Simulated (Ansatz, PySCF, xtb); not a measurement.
Gas-phase reaction R1 + R2 → P1, each structure at its B3LYP-D3(BJ)/def2-TZVP stationary point, reached from a drawn start (curvature not checked).
P1: CH4O2 (SMILES OCO), charge 0, multiplicity 1.
R1, CH2O (SMILES C=O) (charge 0, multiplicity 1):
```tsv
atom	x (Å)	y (Å)	z (Å)
O	0.0000	0.0000	1.1930
C	0.0000	0.0000	-0.0059
H	0.0000	0.9388	-0.5935
H	0.0000	-0.9388	-0.5935
```
R2: H2O (SMILES O), charge 0, multiplicity 1.

P less R. No zero-point or thermal terms.

Frozen-core correlation throughout. CBS: X⁻³ extrapolation of the correlation energy, Hartree–Fock from the larger set.

Codes used: Ansatz (Gaussian orbitals); PySCF for the D3/D4 terms; xtb for the GFN methods. No computed number here is a measurement.

The comparison value is -14.54 kcal/mol (CCSD(T)/CBS(aug-cc-pVTZ, aug-cc-pVQZ)). It is a level with limits of its own, not the exact answer.

Question: Order these levels by how close they come to the comparison value for the reaction energy, closest first: GFN1-xTB, r2SCAN/def2-TZVPPD, BLYP-D3(BJ)/def2-TZVPPD, GFN2-xTB, PBE0-D4/def2-TZVPPD. Give each level's value less the comparison value.

Answer: r2SCAN/def2-TZVPPD (-2.17 kcal/mol), PBE0-D4/def2-TZVPPD (-3.54 kcal/mol), BLYP-D3(BJ)/def2-TZVPPD (4.37 kcal/mol), GFN2-xTB (-17.86 kcal/mol), GFN1-xTB (-18.94 kcal/mol)

Ansatz is a program for electronic structure.
